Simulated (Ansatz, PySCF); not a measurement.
HBF2O, singlet, geometry from GFN2-xTB, with bond 2-1 at 1.4 times its length. Base run: CASSCF(4,4)/def2-SVP (PySCF).

The PySCF input:
```python
from pyscf import gto, scf, mcscf
import numpy

mol = gto.Mole()
mol.atom = '''
    B    -0.02349762    0.00205003    0.00719131
    F     1.78962782   -0.32011626   -0.24404836
    F    -0.54068260   -0.46804881    1.11954512
    O    -0.76534060    0.65930447   -0.86300987
    H    -0.33797155    0.98037211   -1.65739331
'''
mol.basis = 'def2-svp'
mol.verbose = 4
mol.build()

mf = scf.RHF(mol)
mf.kernel()
mc = mcscf.CASSCF(mf, 4, 4)
mc.fix_spin_(ss=0.0)
mc.kernel()
occ = numpy.linalg.eigvalsh(mc.fcisolver.make_rdm1(mc.ci, mc.ncas, mc.nelecas))[::-1]
ss = mc.fcisolver.spin_square(mc.ci, mc.ncas, mc.nelecas)[0]
print('natural occupations', occ.round(4), ' <S^2>', round(ss, 4))
```

Programs used: Ansatz (a first-principles code), PySCF; a row that names a program was run with it.

Variants of this job, named by their change:

```csv
change,ΔE vs base (kcal/mol),natural occupations,<S^2> of the state
base,0.000,1.98 1.96 0.04 0.02,0.00
state_average = 2 states,12.61,-,-
conv_tol = 1e-5,0.000,1.98 1.96 0.04 0.02,0.00
orbitals = fixed (CASCI),37.05,2.00 2.00 0.00 0.00,0.00
"active space = 8 electrons, 8 orbitals",-29.71,2.00 1.98 1.98 1.96 0.04 0.02 0.02 0.00,0.00
solver = newton,0.000,1.98 1.96 0.04 0.02,0.00
orbitals = fixed (CASCI); correction = SC-NEVPT2,-368.6,2.00 2.00 0.00 0.00,0.00
code = ansatz,0.003,-,-
correction = SC-NEVPT2,-362.8,1.98 1.96 0.04 0.02,0.00
"active space = 10 electrons, 8 orbitals",-27.79,2.00 2.00 1.98 1.98 1.96 0.04 0.02 0.02,0.00
fix_spin_ = off,0.000,1.98 1.96 0.04 0.02,0.00
```

Active orbitals are taken around the Fermi level unless the row says otherwise; CASSCF can end in different local minima, and two programs can end on different orbitals. State-averaged rows give the lowest state.
